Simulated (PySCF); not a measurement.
**CBr: energy against distance**

Set-up: basis C 6-31G(d,p), Br 6-31G(d,p); no relativity; PySCF 2.14. Energies in eV from C + Br in their ground configurations at the same level. State: ²Π (doublet), unpaired electrons π ↑.

All columns are B2PLYP. A positive dipole means C(−)Br(+).

```json
{"R (Å)": "1.583", "E (eV)": "-2.264", "μ (D)": "2.37", "Mulliken charge on C (basis-dependent)": "-0.14", "HOMO (eV)": "-6.67", "LUMO (eV)": "-0.76", "Mayer bond order": "1.65", "⟨S²⟩": "0.76"}
{"R (Å)": "1.657", "E (eV)": "-2.853", "μ (D)": "2.01", "Mulliken charge on C (basis-dependent)": "-0.11", "HOMO (eV)": "-7.02", "LUMO (eV)": "-1.00", "Mayer bond order": "1.55", "⟨S²⟩": "0.76"}
{"R (Å)": "1.730", "E (eV)": "-3.180", "μ (D)": "1.62", "Mulliken charge on C (basis-dependent)": "-0.07", "HOMO (eV)": "-7.37", "LUMO (eV)": "-1.25", "Mayer bond order": "1.47", "⟨S²⟩": "0.76"}
{"R (Å)": "1.786", "E (eV)": "-3.300", "μ (D)": "1.31", "Mulliken charge on C (basis-dependent)": "-0.05", "HOMO (eV)": "-7.62", "LUMO (eV)": "-1.44", "Mayer bond order": "1.42", "⟨S²⟩": "0.76"}
{"R (Å)": "1.841", "E (eV)": "-3.341", "μ (D)": "1.00", "Mulliken charge on C (basis-dependent)": "-0.02", "HOMO (eV)": "-7.86", "LUMO (eV)": "-1.63", "Mayer bond order": "1.38", "⟨S²⟩": "0.76"}
{"R (Å)": "1.896", "E (eV)": "-3.321", "μ (D)": "0.68", "Mulliken charge on C (basis-dependent)": "0.00", "HOMO (eV)": "-8.08", "LUMO (eV)": "-1.81", "Mayer bond order": "1.34", "⟨S²⟩": "0.76"}
{"R (Å)": "1.970", "E (eV)": "-3.224", "μ (D)": "0.26", "Mulliken charge on C (basis-dependent)": "0.04", "HOMO (eV)": "-8.36", "LUMO (eV)": "-2.05", "Mayer bond order": "1.29", "⟨S²⟩": "0.76"}
{"R (Å)": "2.062", "E (eV)": "-3.026", "μ (D)": "-0.26", "Mulliken charge on C (basis-dependent)": "0.08", "HOMO (eV)": "-8.65", "LUMO (eV)": "-2.33", "Mayer bond order": "1.24", "⟨S²⟩": "0.76"}
{"R (Å)": "2.172", "E (eV)": "-2.720", "μ (D)": "-0.86", "Mulliken charge on C (basis-dependent)": "0.13", "HOMO (eV)": "-8.90", "LUMO (eV)": "-2.64", "Mayer bond order": "1.18", "⟨S²⟩": "0.76"}
{"R (Å)": "2.320", "E (eV)": "-2.250", "μ (D)": "-1.59", "Mulliken charge on C (basis-dependent)": "0.18", "HOMO (eV)": "-9.06", "LUMO (eV)": "-3.00", "Mayer bond order": "1.10", "⟨S²⟩": "0.78"}
```

A fit through these points gives, at Re = 1.848 Å, μ = 0.96 D and dμ/dR = -5.73 D/Å; the reduced mass is 10.42 u.

Q: How strong is the fundamental in the double-harmonic approximation, I = 42.26·(dμ/dR)²/μred km/mol?

A: I = 42.26·(-5.73)²/10.42 = 133 km/mol at B2PLYP.

Correlated steps freeze 10 core orbitals. Spin–orbit coupling is left out. B2PLYP dipoles, levels and charges come from its SCF part alone. The state was picked by a PBE0 search and need not be the measured ground state.
